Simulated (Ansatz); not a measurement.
`NB(Cl)Cl` + `O[SiH3]` → `[SiH3]OB(Cl)Cl` + NH₃ at 500 K and 1 bar (ligand exchange at a B–N bond).

Calculated with Ansatz (gas phase, PBE0-D4/def2-TZVP geometries, no zero-point term in ΔE). CCSD(T)/CBS is the MP2 limit (def2-TZVPP, def2-QZVPP) plus CCSD(T) − MP2 in def2-TZVPP, frozen cores. This one scheme is used for every species. Each species was taken in one conformer, which may not be the lowest.

```json
{"species": "`NB(Cl)Cl`", "CCSD(T)/CBS energy (Eh)": "-1000.39362", "H − E (kJ/mol)": "120.6", "S (J/(mol·K))": "335.8"}
{"species": "`O[SiH3]`", "CCSD(T)/CBS energy (Eh)": "-366.69042", "H − E (kJ/mol)": "127.5", "S (J/(mol·K))": "292.9"}
{"species": "`[SiH3]OB(Cl)Cl`", "CCSD(T)/CBS energy (Eh)": "-1310.57934", "H − E (kJ/mol)": "140.4", "S (J/(mol·K))": "415.2"}
{"species": "NH₃", "CCSD(T)/CBS energy (Eh)": "-56.50880", "H − E (kJ/mol)": "108.2", "S (J/(mol·K))": "211.8"}
```

H − E and S are ideal-gas, rigid-rotor, harmonic terms from PBE0-D4/def2-TZVP, for one conformer and one mirror image of each species. 1 Eh = 2625.50 kJ/mol, R = 8.31446 J/(mol·K).

By hand: ΔE, ΔH, ΔS and ΔG.

ΔE = (-1310.57934) + (-56.50880) − (-1000.39362) − (-366.69042) = -0.00410 Eh = -10.8 kJ/mol. Δ(H − E) = 140.4 + 108.2 − 120.6 − 127.5 = 0.5, so ΔH = -10.3 kJ/mol. ΔS = 415.2 + 211.8 − 335.8 − 292.9 = -1.7 J/(mol·K). ΔG = -10.3 − 500 × (-1.7)/1000 = -9.5 kJ/mol.

By hand: the equilibrium constant, and the temperature at which ΔG would vanish if ΔH and ΔS stayed fixed.

log₁₀ K = −ΔG/(RT ln 10) = 1.0. ΔG = 0 at ΔH/ΔS = 6059 K, far beyond where these terms or the molecules hold.

The number of gas molecules stays the same, so ΔS is small and ΔH decides. A doubt of 5 kJ/mol in ΔE shifts log₁₀ K by 0.5 here. Other conformers and mirror images would add mixing entropy, several J/(mol·K) or more a flexible species. These are equilibria of isolated gas molecules and say nothing of rates. Largest T1 diagnostic: 0.012 (customary marks: 0.02 for closed shells, 0.045 for open ones).
